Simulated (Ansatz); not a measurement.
Species: CrBr, charge 0, multiplicity 6. The spin state was set by rule; other spins were not relaxed. SMILES: [Cr][Br]
Geometry from a B3LYP-D3(BJ)/def2-TZVP (Ansatz, a program for electronic structure) optimisation:
```xyz
2

Cr     0.0000     0.0000    -1.4049
Br     0.0000     0.0000     0.9634
```
Charge 0, spin multiplicity 6.

Parts of the frozen-core correlation energy in 6-31G* (Ansatz, hartree). Frozen orbitals: 23; correlated occupied orbitals by spin: 9 and 4; virtual: 39 and 44. Open shells are spin-unrestricted. No spin-orbit coupling. No relativistic terms.

```
term                             value
-------------------------  -----------
reference (HF)             -3615.39795
MP2 opposite-spin                    ?
MP2 same-spin                        ?
CCSD correlation                     ?
(T)                           -0.00417
T1 diagnostic                    0.088
largest doubles amplitude        0.034
<S^2> of the reference           8.757
```

Complete the blanks.


- MP2 opposite-spin, value: -0.09410
- MP2 same-spin, value: -0.07262
- CCSD correlation, value: -0.19026
